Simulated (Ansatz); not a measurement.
# Nudged elastic band run: CH₇BrSi

Input:

```yaml
crystal:
  periodic: [false, false, false]
  atoms:
    - { symbol: Si, position_ang: [0.200107, 0.032244, 0.256473] }
    - { symbol: C, position_ang: [0.444007, -0.216028, 2.099441] }
    - { symbol: H, position_ang: [-0.526344, -0.357016, 2.599208] }
    - { symbol: H, position_ang: [1.063638, -1.104869, 2.29282] }
    - { symbol: H, position_ang: [0.942963, 0.654807, 2.550975] }
    - { symbol: H, position_ang: [1.498679, 0.272495, -0.444647] }
    - { symbol: H, position_ang: [-0.67102, 1.230903, 0.002969] }
    - { symbol: H, position_ang: [-0.471872, -1.147378, -0.368407] }
    - { symbol: Br, position_ang: [-3.567749, 0.344591, 1.611822] }
    - { symbol: H, position_ang: [-2.599309, 0.971351, 0.772746] }
basis:
  gaussian: { orbitals: def2-SVP }
hamiltonian:
  xc: pbe0
  dispersion: d4
neb:
  order_check: false
  images: 5
  f_tol: 0.05
  max_iterations: 60
  final_atoms:
    - { symbol: Si, position_ang: [-0.69588258, 0.44964864, -0.71830741] }
    - { symbol: C, position_ang: [0.10639057, -0.33592589, 2.93175171] }
    - { symbol: H, position_ang: [0.20614082, -0.302714, 4.02481868] }
    - { symbol: H, position_ang: [0.1155762, -1.38144977, 2.59578698] }
    - { symbol: H, position_ang: [0.94624584, 0.20405032, 2.47397834] }
    - { symbol: H, position_ang: [0.23005046, 1.45687528, -0.13251134] }
    - { symbol: H, position_ang: [-0.78964079, 0.63214259, -2.19296665] }
    - { symbol: H, position_ang: [-0.23942984, -0.92978575, -0.39706599] }
    - { symbol: Br, position_ang: [-2.72496699, 0.75404269, 0.15102979] }
    - { symbol: H, position_ang: [-0.84138369, 0.13421589, 2.63688589] }
  initial_path:
    images:
      - { positions_ang: [[0.200107, 0.032244, 0.256473], [0.444007, -0.216028, 2.099441], [-0.526344, -0.357016, 2.599208], [1.063638, -1.104869, 2.29282], [0.942963, 0.654807, 2.550975], [1.498679, 0.272495, -0.444647], [-0.67102, 1.230903, 0.002969], [-0.471872, -1.147378, -0.368407], [-3.567749, 0.344591, 1.611822], [-2.599309, 0.971351, 0.772746]] }
      - { positions_ang: [[0.11010891, 0.0593768, 0.16383732], [0.31748839, -0.17975347, 2.127449], [-0.65510137, -0.38873251, 2.59329886], [0.99211281, -1.02034554, 2.33993614], [0.73669773, 0.72696409, 2.58021179], [1.42410153, 0.23586742, -0.49243002], [-0.70703087, 1.26966829, -0.11275437], [-0.57872212, -1.10617901, -0.43922744], [-3.19475247, 0.38915163, 1.40410225], [-2.13180254, 0.69508231, 1.20897648]] }
      - { positions_ang: [[0.02011082, 0.08650959, 0.07120163], [0.19096978, -0.14347895, 2.15545701], [-0.78385875, -0.42044902, 2.58738972], [0.92058762, -0.93582208, 2.38705228], [0.53043246, 0.79912117, 2.60944858], [1.34952406, 0.19923983, -0.54021304], [-0.74304174, 1.30843359, -0.22847775], [-0.68557224, -1.06498002, -0.51004788], [-2.82175593, 0.43371226, 1.1963825], [-1.66429608, 0.41881362, 1.64520695]] }
      - { positions_ang: [[-0.06988727, 0.11364239, -0.02143405], [0.06445117, -0.10720442, 2.18346501], [-0.91261612, -0.45216552, 2.58148058], [0.84906244, -0.85129863, 2.43416842], [0.3241672, 0.87127826, 2.63868537], [1.27494659, 0.16261225, -0.58799606], [-0.77905262, 1.34719888, -0.34420112], [-0.79242237, -1.02378103, -0.58086832], [-2.4487594, 0.47827289, 0.98866274], [-1.19678962, 0.14254493, 2.08143743]] }
      - { positions_ang: [[-0.27855237, 0.22564447, -0.25372517], [0.07843097, -0.18344491, 2.43289391], [-0.53969714, -0.40234835, 3.06259328], [0.60456702, -1.02801567, 2.48804127], [0.53152675, 0.64886895, 2.58378303], [0.92664788, 0.59403326, -0.43616782], [-0.78258201, 1.10884679, -0.9604563], [-0.60809152, -0.99244927, -0.51960088], [-2.5408286, 0.57019616, 0.70945176], [-1.07832097, 0.13976858, 2.26658692]] }
      - { positions_ang: [[-0.48721748, 0.33764655, -0.48601629], [0.09241077, -0.2596854, 2.68232281], [-0.16677816, -0.35253118, 3.54370598], [0.36007161, -1.20473272, 2.54191413], [0.7388863, 0.42645963, 2.52888068], [0.57834917, 1.02545427, -0.28433958], [-0.7861114, 0.87049469, -1.57671147], [-0.42376068, -0.96111751, -0.45833344], [-2.6328978, 0.66211942, 0.43024078], [-0.95985233, 0.13699224, 2.4517364]] }
      - { positions_ang: [[-0.69588258, 0.44964864, -0.71830741], [0.10639057, -0.33592589, 2.93175171], [0.20614082, -0.302714, 4.02481868], [0.1155762, -1.38144977, 2.59578698], [0.94624584, 0.20405032, 2.47397834], [0.23005046, 1.45687528, -0.13251134], [-0.78964079, 0.63214259, -2.19296665], [-0.23942984, -0.92978575, -0.39706599], [-2.72496699, 0.75404269, 0.15102979], [-0.84138369, 0.13421589, 2.63688589]] }
```

Run as:

```bash
$ ansatz run input.yaml --threads 2 --pin off --max-ram 3072MiB --backend cpu --events-out ev --progress --plain --runs-dir out
```

Output, in part (warnings, iteration lines, the closing report on the highest movable image, with atoms numbered from 0):

```
NEB end point (image 0): max|allowed force component| = 7.144e-3 eV/Å (the criterion of neb.relax_end_points is 1.000e-2)
NEB end point (image 6): max|allowed force component| = 3.726e-3 eV/Å (the criterion of neb.relax_end_points is 1.000e-2)
NEB iter   1: max|band force component| = 1.790e1 eV/Å  barrier→ = 6.8428 eV  barrier← = 7.7533 eV  Δτ_max = 0.2000 Å  (161 SCF iters)
NEB iter   2: max|band force component| = 4.089e0 eV/Å  barrier→ = 2.5104 eV  barrier← = 3.4208 eV  Δτ_max = 0.1992 Å  (133 SCF iters)
NEB iter   3: max|band force component| = 1.769e0 eV/Å  barrier→ = 2.3035 eV  barrier← = 3.2139 eV  Δτ_max = 0.1926 Å  (132 SCF iters)
NEB iter   4: max|band force component| = 8.520e-1 eV/Å  barrier→ = 2.3416 eV  barrier← = 3.2520 eV  Δτ_max = 0.1988 Å  (128 SCF iters)
NEB iter   5: max|band force component| = 1.742e0 eV/Å  barrier→ = 2.2200 eV  barrier← = 3.1304 eV  Δτ_max = 0.1016 Å  (132 SCF iters)
NEB iter   6: max|band force component| = 1.620e0 eV/Å  barrier→ = 1.6961 eV  barrier← = 2.6065 eV  Δτ_max = 0.0973 Å  (126 SCF iters)
NEB iter   7: max|band force component| = 7.007e-1 eV/Å  barrier→ = 1.2863 eV  barrier← = 2.1967 eV  Δτ_max = 0.2000 Å  (124 SCF iters)
NEB iter   8: max|band force component| = 1.234e0 eV/Å  barrier→ = 1.1379 eV  barrier← = 2.0484 eV  Δτ_max = 0.0904 Å  (127 SCF iters)
NEB iter   9: max|band force component| = 5.781e-1 eV/Å  barrier→ = 1.1290 eV  barrier← = 2.0395 eV  Δτ_max = 0.0989 Å  (121 SCF iters)
NEB iter  10: max|band force component| = 8.925e-1 eV/Å  barrier→ = 1.0523 eV  barrier← = 1.9628 eV  CI = image 2  Δτ_max = 0.2000 Å  (118 SCF iters)
NEB iter  11: max|band force component| = 8.026e-1 eV/Å  barrier→ = 1.4032 eV  barrier← = 2.3136 eV  CI = image 2  Δτ_max = 0.1018 Å  (123 SCF iters)
NEB iter  12: max|band force component| = 8.815e-1 eV/Å  barrier→ = 1.5591 eV  barrier← = 2.4695 eV  CI = image 2  Δτ_max = 0.0500 Å  (123 SCF iters)
NEB iter  13: max|band force component| = 8.511e-1 eV/Å  barrier→ = 1.6220 eV  barrier← = 2.5325 eV  CI = image 2  Δτ_max = 0.1012 Å  (121 SCF iters)
NEB iter  14: max|band force component| = 7.883e-1 eV/Å  barrier→ = 1.6947 eV  barrier← = 2.6052 eV  CI = image 2  Δτ_max = 0.1972 Å  (121 SCF iters)
NEB iter  15: max|band force component| = 5.775e-1 eV/Å  barrier→ = 1.7241 eV  barrier← = 2.6345 eV  CI = image 2  Δτ_max = 0.1967 Å  (128 SCF iters)
NEB iter  16: max|band force component| = 2.683e-1 eV/Å  barrier→ = 1.7199 eV  barrier← = 2.6304 eV  CI = image 2  Δτ_max = 0.1446 Å  (129 SCF iters)
NEB iter  17: max|band force component| = 2.218e-1 eV/Å  barrier→ = 1.7112 eV  barrier← = 2.6217 eV  CI = image 2  Δτ_max = 0.1127 Å  (119 SCF iters)
NEB iter  18: max|band force component| = 1.831e-1 eV/Å  barrier→ = 1.7003 eV  barrier← = 2.6107 eV  CI = image 2  Δτ_max = 0.0799 Å  (118 SCF iters)
NEB iter  19: max|band force component| = 1.275e-1 eV/Å  barrier→ = 1.6983 eV  barrier← = 2.6088 eV  CI = image 2  Δτ_max = 0.0673 Å  (126 SCF iters)
NEB iter  20: max|band force component| = 8.162e-2 eV/Å  barrier→ = 1.6968 eV  barrier← = 2.6073 eV  CI = image 2  Δτ_max = 0.0504 Å  (126 SCF iters)
NEB iter  21: max|band force component| = 5.722e-2 eV/Å  barrier→ = 1.6959 eV  barrier← = 2.6064 eV  CI = image 2  Δτ_max = 0.0454 Å  (121 SCF iters)
NEB iter  22: max|band force component| = 4.276e-2 eV/Å  barrier→ = 1.6956 eV  barrier← = 2.6060 eV  CI = image 2  Δτ_max = 0.0000 Å  (235 SCF iters)
Total energy: -79048.89314177 eV, -2904.9932416957 hartree
Atom 0 at    -0.282366     0.167896     0.064314 Å, force    -0.009407     0.011552    -0.012786 eV/Å
Atom 1 at     0.027393    -0.058091     2.194405 Å, force    -0.025717    -0.010456    -0.003257 eV/Å
Atom 2 at    -0.567771    -0.121498     3.124224 Å, force     0.012120     0.012273    -0.001420 eV/Å
Atom 3 at     0.576678    -1.001701     2.088936 Å, force     0.004165     0.000920    -0.006432 eV/Å
Atom 4 at     0.685723     0.815518     2.274110 Å, force     0.002939    -0.000359     0.003080 eV/Å
Atom 5 at     1.219856     0.079981    -0.006057 Å, force     0.012518     0.002908     0.001317 eV/Å
Atom 6 at    -0.599921     1.548425    -0.368336 Å, force     0.005308    -0.026062     0.011933 eV/Å
Atom 7 at    -0.763054    -1.048896    -0.628589 Å, force     0.010790     0.009596     0.010816 eV/Å
Atom 8 at    -2.889246     0.235714     0.943420 Å, force    -0.014042     0.005956     0.008966 eV/Å
Atom 9 at    -1.094193     0.063754     1.686973 Å, force     0.001327    -0.006327    -0.012217 eV/Å
Dipole moment:     0.976816    -0.083125     0.250135 e Å
```

It converged. Neighbouring images differ by up to 1.7 eV, so the band resolves the path poorly. A vibrational analysis at the climbing image gives one clearly imaginary mode, 514i cm⁻¹: a first-order saddle point. The orbitals stay closed-shell, which can raise the energy where a bond breaks towards radicals; this wasn't checked here.

Final band (atoms are numbered from 1 in the order of the input):

```csv
image,path coordinate (Å),energy (kcal/mol),Si1–C2 (Å),Br9–H10 (Å),Si1–Br9 (Å)
0,0.00,0.0,1.88,1.43,4.02
1,1.54,3.1,1.89,1.43,3.69
2,3.08,39.1,2.16,1.95,2.75
3,4.52,-1.2,3.04,2.30,2.29
4,5.95,-20.2,3.90,2.89,2.23
5,7.39,-20.8,4.00,3.15,2.23
6,8.82,-21.0,3.82,3.18,2.23
```

Time of the run: 4.2 min on 2 threads of Arm Neoverse V1 (shared host), peak memory 0.22 GiB.
